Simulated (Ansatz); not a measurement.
```yaml
atoms:
  - { symbol: H, position_ang: [0.0106, 0.0430, -0.3573] }
  - { symbol: H, position_ang: [-0.0281, -0.0006, 0.3391] }
```

Basis set: STO-3G (spherical functions). All electrons are correlated. Charge 0, multiplicity 1.

Computed with Ansatz (development build ahead of 0.2.0); each method stands on the lowest determinant of its kind that the runs found. Restricted open shells among the atoms or ions are ROHF, correlated in semicanonical orbitals with singles.

The atomization energy at this shape (free ground-state atoms in the same class of orbitals less the molecule, no zero-point energy) of singlet H2:

| method | atomization energy |
| --- | --- |
| RHF | 5.01 eV |

(1) What does RHF-MP2 give?

Answers

(1) 5.34 eV.

This basis has no polarisation functions and is too small for such energies, which can lie far from measured ones in either direction.
